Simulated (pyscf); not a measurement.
## F–Ta(Cl)(Cl)(Cl)–Cl (SMILES [F][Ta]([Cl])([Cl])([Cl])[Cl]), singlet

Gas-phase minimum from PySCF at ωB97X-D3(BJ)/def2-SVP, one conformer. 

```xyz
6

F      0.8764     0.4928    -1.4780
Ta     0.7770    -0.2587     0.2425
Cl     0.6666    -1.1819     2.3638
Cl    -1.4813    -0.4013     0.0090
Cl     2.0985    -1.9657    -0.4770
Cl     1.7123     1.6414     1.0756
```

Bond lengths (Å): F1–Ta2 1.880, Ta2–Cl3 2.316, Ta2–Cl4 2.275, Ta2–Cl5 2.276, Ta2–Cl6 2.276. Bond angles (°): F1–Ta2–Cl3 179.7, F1–Ta2–Cl4 89.1, F1–Ta2–Cl5 88.8, F1–Ta2–Cl6 88.8, Cl3–Ta2–Cl4 91.2, Cl3–Ta2–Cl5 91.0, Cl3–Ta2–Cl6 91.0, Cl4–Ta2–Cl5 119.8, Cl4–Ta2–Cl6 119.9, Cl5–Ta2–Cl6 120.2.

Properties at ωB97X-D3(BJ)/def2-SVP:

- Harmonic wavenumbers, unscaled = 67, 69, 145, 145, 165, 215, 216, 376, 419, 426, 427, 684 cm⁻¹
- Zero-point energy = 4.8 kcal/mol
- Rotational symmetry number = 3
- Entropy of this conformer at 298 K and 1 atm, rigid rotor and harmonic oscillator, modes under 100 cm⁻¹ raised to 100 = 395.0 J/(mol K)
- Dipole moment = 0.04 D

Single-point totals, which compare only within one level:

| level | total energy (hartree) |
|---|---|
| ωB97X-D3(BJ)/def2-TZVP | -1998.15578 |
| PBE/def2-TZVP | -1997.28684 |
| r²SCAN/def2-TZVP | -1997.97284 |
| B3LYP-D3(BJ)/def2-TZVP | -1998.18152 |
| PBE0-D3(BJ)/def2-TZVP | -1997.38583 |
| M06-2X/def2-TZVP | -1997.88184 |
| ωB97M-D3(BJ)/def2-TZVP | -1998.25763 |

Elements past Kr carry the def2 core potentials, without spin-orbit coupling.
